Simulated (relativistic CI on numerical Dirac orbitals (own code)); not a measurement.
# Spin-allowed bands of a d3 ion in an octahedral site, by hand

Problem. A d3 ion in an octahedral site has a 4A2 ground term and spin-allowed bands at ν1 = 19900 and ν2 = 27270 cm⁻¹ (from a computed ligand-field model). Find Δ and the Racah parameter B, and predict the third band.

Working.
1. The F term splits into A2 (−1.2Δ), T2 (−0.2Δ) and T1 (+0.6Δ), so ν1 = E(T2) − E(A2) = Δ = 19900 cm⁻¹.
2. T1(F) mixes with T1(P), which lies at 15B, through an element 0.4Δ. The two roots, counted from A2, are ν2,3 = ½(15B + 3Δ) ∓ ½√[(15B − Δ)² + 12BΔ].
3. Solving the lower root for B gives B = (2ν1² + ν2² − 3ν1ν2)/(15ν2 − 27ν1) = -92346100/-128250 = 720 cm⁻¹.
4. The sum of the roots is 15B + 3Δ, so ν3 = 15B + 3ν1 − ν2 = 43231 cm⁻¹ (231 nm).

Check. The bands were computed by exact diagonalisation of the d3 shell with B = 720 and Δ = 19900 cm⁻¹, which gives ν3 = 43230 cm⁻¹. C does not enter the terms of highest spin.
